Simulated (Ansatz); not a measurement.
Coupled-cluster diagnostics for (ClInS)4 cubane (In₄S₄Cl₄), Ansatz.

Geometry of the singlet (r2SCAN-D4/def2-SVP):

```xyz
12

In   -0.101   -0.809   -1.926
Cl   -0.213   -1.708   -4.075
S    -1.970   -1.230   -0.225
In   -1.644    1.253    0.316
Cl   -3.480    2.648    0.671
S     0.024    1.726   -1.571
In    1.766    1.102    0.201
Cl    3.737    2.329    0.424
S     1.834   -1.399   -0.353
In   -0.021   -1.546    1.408
Cl   -0.045   -3.269    2.980
S     0.113    0.904    2.148
```

In the def2 sets In takes a core potential; there is no spin–orbit coupling. Correlated methods freeze 56 core orbitals; core or outer-core shells of In are correlated, in sets that lack core-valence functions.

(1) Estimate the CCSD(T) correlation energy, the shares of MP2 and (T), T1 and the reference's ⟨S²⟩ for: charge 0, singlet, own geometry in def2-SVP; and the rough time on 2 threads of AMD EPYC 7R13 on a shared host and a share (18 GiB) of an NVIDIA H100 80GB HBM3.

Results:

(1) 
| state | basis | correlation (eV) | MP2 share (%) | (T) share (%) | T1 | ⟨S²⟩ (pure) | wall time |
| --- | --- | --- | --- | --- | --- | --- | --- |
| charge 0, singlet, own geometry | def2-SVP | -41.074 | 90.5 | 3.6 | 0.012 | 0.00 (0.00) | 7 s |
Customary marks for T1 are 0.02 (closed shells), 0.045 (open shells) and about 0.05 (3d metals). T1 stays under 0.02 throughout.
